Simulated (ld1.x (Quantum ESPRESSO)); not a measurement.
Which change was made? (Co, RRKJ)

cobalt (Co), norm-conserving RRKJ (Kleinman–Bylander form), made with ld1.x (Quantum ESPRESSO) 7.5 (LDA (PZ), scalar-relativistic). Core [Ne], reference 3s2 3p6 3d7 4s2 4p0. Waves: 3p (bound): rc 1.10 bohr; 3d (bound): rc 1.65 bohr; 3s (bound): rc 0.95 bohr. Local part: the s channel. Core correction: none. rho0 = 0.01.

Occupied shells without a wave of their own: 4s. They enter only through the test configuration that unscreens the potential.

Cutoffs, loose and tight: the cutoffs (Ry, on a coarse ladder) from which the occupation-weighted sum of valence levels, in a spherical-Bessel basis at the reference potential, stays within 10 and 1 mRy of its value at 400 Ry. They do not see the model core or the augmentation charge, which bear on the density cutoff. Test errors are all-electron minus pseudo excitation energies from the reference, over the configurations 3s2 3p6 3d7 4s1 4p0; 3s2 3p6 3d7 4s0 4p0; 3s2 3p6 3d6 4s0 4p0; 3s2 3p6 3d5 4s0 4p0; 3s2 3p6 3d8 4s1 4p0; 3s2 3p6 3d6 4s2 4p1; 3s2 3p6 3d7.5 4s1.5 4p0 (two spin-polarised tests are not counted in the largest error); variants that change the core or the reference have their own tests.

The base gives: outcome: generated, misses its reference levels by 0.19 eV; cutoff, loose: 160 Ry; cutoff, tight: 260 Ry; bound ghosts: none; largest test error (meV): -955.

After one change the result is: outcome: generated; cutoff, loose: 230 Ry; cutoff, tight: over 300 Ry; bound ghosts: none; largest test error (meV): -336. Which change was it?
A. all radii scaled by about 0.84 (s 0.80, p 0.92, d 1.40 bohr)
B. all radii scaled by about 1.08 (s 1.02, p 1.18, d 1.78 bohr)
C. all radii scaled by about 1.30 (s 1.24, p 1.42, d 2.14 bohr)
D. all radii scaled by about 0.95 (s 0.90, p 1.04, d 1.58 bohr)

A. The others give: all radii scaled by about 1.08 (s 1.02, p 1.18, d 1.78 bohr) → outcome: generated, misses its reference levels by 0.30 eV; cutoff, loose: 140 Ry; cutoff, tight: 180 Ry; bound ghosts: none; largest test error (meV): -1526 | all radii scaled by about 1.30 (s 1.24, p 1.42, d 2.14 bohr) → outcome: generated, misses its reference levels by 0.82 eV; cutoff, loose: 70 Ry; cutoff, tight: 120 Ry; bound ghosts: none; largest test error (meV): -3968 | all radii scaled by about 0.95 (s 0.90, p 1.04, d 1.58 bohr) → outcome: generated; cutoff, loose: 180 Ry; cutoff, tight: 300 Ry; bound ghosts: none; largest test error (meV): -694.
